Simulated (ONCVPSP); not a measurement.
N (Z = 7): one change to an ONCV potential, before and after

```json
{
 "Element": "N",
 "Generator": "ONCVPSP 4.0.1",
 "Type": "optimised norm-conserving Vanderbilt (ONCV)",
 "Functional": "PBE",
 "Relativity": "scalar-relativistic",
 "Frozen core": "[He]",
 "Valence charge": "5",
 "Reference configuration": "2s1 2p4",
 "Partial waves": "2s: rc 1.05 bohr, ncon 4, nbas 8, qcut 5.8 1/bohr, 2 projectors, debl 1.9 Ha; 2p: rc 1.30 bohr, ncon 4, nbas 8, qcut 11.2 1/bohr, 2 projectors, debl 3.2 Ha",
 "Local potential": "polynomial inside 0.70 bohr (lpopt 5, dvloc0 0 Ha)",
 "Core correction": "Teter function, fcfact 5.75, rcfact 1.6"
}
```

All-electron outer shells of the reference configuration (PBE, scalar-relativistic, ld1.x):

```json
{"shell": "1s", "level (eV)": "-385.55", "outermost node (bohr)": "–", "outermost maximum (bohr)": "0.15"}
{"shell": "2s", "level (eV)": "-19.03", "outermost node (bohr)": "0.32", "outermost maximum (bohr)": "1.02"}
{"shell": "2p", "level (eV)": "-7.51", "outermost node (bohr)": "–", "outermost maximum (bohr)": "0.97"}
```

Change: core correction Teter function, fcfact 5.75, rcfact 1.44.

Cutoffs: the cutoffs (Ha) at which the residual kinetic energy of the hardest occupied pseudo-wave falls to 1 and 0.1 mHa per electron; they do not see the model core or the augmentation charge, which bear on the density cutoff. Errors are all-electron minus pseudo energies relative to the spin-unpolarised reference configuration.

Problem. Predict the effect on cutoff, ghosts and configuration errors.

Solution. The potential gets neither clearly harder nor softer (70 Ha and 150 Ha → 70 Ha and 150 Ha); of the 4 tests that both files solve, the error grows in 3 and shrinks in 0 by more than 15 % and 0.3 meV (median size 73.9 → 91.0 meV); neither file shows a bound ghost. That the errors move this way runs against the usual rule that smaller radii transfer better. A model core, the more so a compact one, raises the density cutoff, which this test does not measure.

```csv
quantity,base,changed
"cutoff, loose",70 Ha,70 Ha
"cutoff, tight",150 Ha,150 Ha
bound ghosts,none,none
GHOST(+) flags under 300 eV,none,none
"error for 2s2 2p3, meV [ΔE -11.51 eV]",+9.6,+11
"error for 2s2 2p2, meV [ΔE 2.08 eV]",+32,+38
"error for 2s2 2p1, meV [ΔE 30.94 eV]",+116,+144
"error for 2s2 2p0, meV [ΔE 78.02 eV]",+362,+468
s: phases at 1.06 bohr within 0.05 rad from the reference energy up to (Ha; the scan ends near 5),to the end of the scan,to the end of the scan
p: phases at 1.32 bohr within 0.05 rad from the reference energy up to (Ha; the scan ends near 5),to the end of the scan,to the end of the scan
"rms error of d²Exc/dni dnj with the model core, mHa",0.90,1.17
```
